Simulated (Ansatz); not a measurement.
`O=C[Se]C(=O)S` + H₂ → `O=C(S)[SeH]` + `C=O`  (hydrogenolysis of the Se–C bond)

Calculated with Ansatz (gas phase, PBE0-D4/def2-TZVP geometries, no zero-point term in ΔE). CCSD(T)/CBS is the MP2 limit (def2-TZVPP, def2-QZVPP) plus CCSD(T) − MP2 in def2-TZVPP, frozen cores. This one scheme is used for every species. For Se outer-core shells are correlated without core-valence functions, which leaves a few kJ/mol of doubt a bond. Scalar relativity is left out up to krypton. One conformer a species, not always the lowest.

```tsv
species	CCSD/def2-TZVPP energy (Eh)
`O=C[Se]C(=O)S`	-3025.30782
H₂	-1.17233
`O=C(S)[SeH]`	-2912.17416
`C=O`	-114.32123
```

Work out ΔE.

ΔE = (-2912.17416) + (-114.32123) − (-3025.30782) − (-1.17233) = -0.01524 Eh = -9.6 kcal/mol. CCSD(T)/CBS gives -6.4 kcal/mol.

What do rigid-rotor, harmonic-oscillator terms from PBE0-D4/def2-TZVP frequencies (298.15 K, 1 bar) make of the CCSD(T)/CBS value? (An estimate is asked.)

The calculation gave: ΔZPE = +3.2 kcal/mol, ΔH = -4.0 kcal/mol, ΔS = 41 J/(mol·K), ΔG = -7.0 kcal/mol. Modes under 50 cm⁻¹ make the entropy rough.

Largest T1 diagnostic among the species: 0.017.

From PBE to PBE0 (25 % exact exchange), in def2-TZVPP and without D4, ΔE moves by −3.9 kcal/mol. The D4 term adds +2.6 kcal/mol with B3LYP and +1.4 kcal/mol with PBE0; it sums over pairs of atoms, weighted by their polarisabilities, and B3LYP, whose exchange is more repulsive, gets the larger term. Leaving LDA and LC-ωPBE aside and taking each functional with its dispersion term where it has one, the values, not all of them listed here, spread over 9.4 kcal/mol, from BHLYP-D4 to revPBE-D4. LDA lies +2.0 kcal/mol from PBE without D4.

B3LYP here is the variant with VWN-RPA as its local correlation; programs differ in this.
